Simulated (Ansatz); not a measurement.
Mulliken charges of CHCl$_{2}$GeNO, SMILES `O=C=[N][GeH]([Cl])[Cl]` from PBE/def2-TZVPP in Ansatz (PBE0-D4/def2-TZVP geometry).

```csv
atom,x (Å),y (Å),z (Å),charge (e)
O1,-0.837,-2.805,-0.151,-0.139
C2,-0.202,-1.835,-0.137,0.194
N3,0.531,-0.876,-0.134,-0.219
Ge4,0.350,0.917,0.035,0.592
Cl5,-0.929,1.625,-1.514,-0.236
Cl6,-0.572,1.338,1.909,-0.236
H7,1.721,1.568,-0.053,0.045
```

Task: By hand: the dipole of these point charges (1 e Å = 4.8032 D).

Result: Σ q r = (0.600, 0.140, -0.051) e Å, of length 0.618 e Å = 2.97 D.

Task: How does the dipole of the full density compare? (Estimate.)

Result: Ansatz gave: (0.311, 0.227, -0.013) e Å, 1.85 D; the point charges give 1.61 times that, at 23° from its direction.

Point charges leave out the atoms' own dipoles, such as those of lone pairs, and Mulliken's split depends on the basis, so the two needn't agree.
